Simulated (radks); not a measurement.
The numbers below are computed, except where a source is named.
Charge is removed step by step from the 2s down level of V2+, starting from [He] 2s(up 1, down 1) 2p6 3s2 3p6 3d3. Code: a radial shooting solver on a logarithmic mesh with Libxc functionals. Model: scalar-relativistic Kohn-Sham, PBE, spin-polarised, spherical densities, point nucleus; open shells are filled with parallel spins first.

removed (e),E - E(0) (eV),eigenvalue (eV),E minus straight line (eV)
0,0.000,-618.14,0.000
0.1,62.013,-622.40,-1.958
0.2,124.45,-626.69,-3.487
0.3,187.33,-631.02,-4.586
0.4,250.63,-635.37,-5.251
0.5,314.38,-639.74,-5.480
0.6,378.56,-644.14,-5.270
0.7,443.18,-648.56,-4.619
0.8,508.24,-653.00,-3.525
0.9,573.75,-657.46,-1.986
1,639.71,-661.93,0.000

Removing the whole electron costs 639.71 eV by Delta-SCF, against 618.14 eV from minus the eigenvalue at the starting occupation. Slater's transition state (half an electron removed) gives 639.74 eV. Integrating minus the eigenvalue over the occupation (Janak's theorem) gives 639.84 eV. In this scalar-relativistic scheme the density is built from large components alone, so the theorem holds only approximately. The mean slope of the eigenvalue, de/dn, is 43.8 eV per electron.
